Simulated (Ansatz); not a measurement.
closo-1-NB4 (H on N) (B4NH5). Charge 0, multiplicity 1. Geometry relaxed at B3LYP-D4/def2-SVP.

```xyz
10

B     0.2170    0.8848   -0.5573
B     0.2126   -0.0378    1.0459
N     0.9731   -0.3790   -0.2154
B    -1.1679    0.4549    0.2585
B    -0.4401   -0.8429   -0.4862
H     0.6518    1.7839   -1.2150
H     0.6426   -0.1557    2.1555
H     1.8972   -0.7389   -0.4200
H    -2.2566    0.8789    0.4996
H    -0.7297   -1.8481   -1.0655
```

Q: Estimate the harmonic wavenumbers at RKS B3LYP-D4/def2-SVP (Ansatz, unscaled). Is this a minimum?

A: 521, 521, 659, 659, 692, 692, 735, 755, 788, 788, 841, 841, 864, 927, 927, 1083, 1101, 1101, 1194, 2682, 2682, 2693, 2721, 3644 cm⁻¹. Yes, no mode is imaginary beyond noise. Zero-point energy 180.1 kJ/mol. Hardware: 4 threads of Arm Neoverse V1 on a shared host. Wall time 48 s.
